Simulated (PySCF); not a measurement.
Cl3HHfS, SMILES [SH][Hf]([Cl])([Cl])[Cl], multiplicity 1.

The structure is a stationary point at PBE0-D3(BJ)/def2-SVP. The spin state was assumed, not searched. The structure was generated by enumeration; whether it is a known compound was not checked. The def2 effective core potentials stand for the cores of Hf; spin–orbit coupling is left out. The values are those of a single conformer.

Two levels are set side by side: TDA-PBE/def2-SVPD (PySCF) and TDA-M06-2X/def2-SVPD (PySCF). Vertical, same geometry. The lowest singlet is HOMO→LUMO 99 % with PBE and HOMO→LUMO 96 % with the other functional; states are paired by order. Differences are taken from unrounded values.

```tsv
quantity	TDA-M06-2X	TDA-PBE	TDA-PBE minus TDA-M06-2X
lowest singlet excitation (eV)	4.63	3.86	-0.77
lowest triplet excitation (TDA) (eV)	4.49	3.72	-0.77
```

A lower first singlet is the usual sign of a functional without exact exchange. Differences between two approximate levels are no errors against the true value.

Rough cost on one machine, each run with all the roots and properties that it gave: TDA-M06-2X against TDA-PBE about 8 times.
